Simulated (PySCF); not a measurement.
Correlation energy of Ge⁸⁺ (germanium, charge +8)

Starting occupation: [Ar] 3d6, 3d3/2 with m_j = -3/2, -1/2, +1/2, +3/2, 3d5/2 with m_j = +3/2, +5/2. Calculation: PySCF 2.14, in an uncontracted even-tempered set (18 s from 0.43 bohr⁻², ratio 2.8; 13 p from 0.56 bohr⁻², ratio 2.8; 9 d from 0.56 bohr⁻², ratio 2.8; 4 f from 3 bohr⁻², ratio 3); X2C-1e with screened-nucleus spin-orbit coupling, Gaussian nucleus. Frozen: [Ne]; 14 electrons correlated; the 88 highest virtual spinors left out.

MP2 pair energies summed by pair of shells (mhartree):

| pair | energy | share (%) |
| --- | --- | --- |
| 3d-3p | -199.95 | 42.5 |
| 3d-3d | -121.46 | 25.8 |
| 3p-3p | -77.96 | 16.6 |
| 3d-3s | -33.14 | 7.0 |
| 3p-3s | -33.06 | 7.0 |
| 3s-3s | -5.31 | 1.1 |

Total MP2 correlation energy: -470.88 mhartree.

The GHF reference relaxed away from the jj start to a determinant that is no pure jj level (⟨S²⟩ = 1.53, ⟨J²⟩ = 20.71); the energies belong to that determinant.
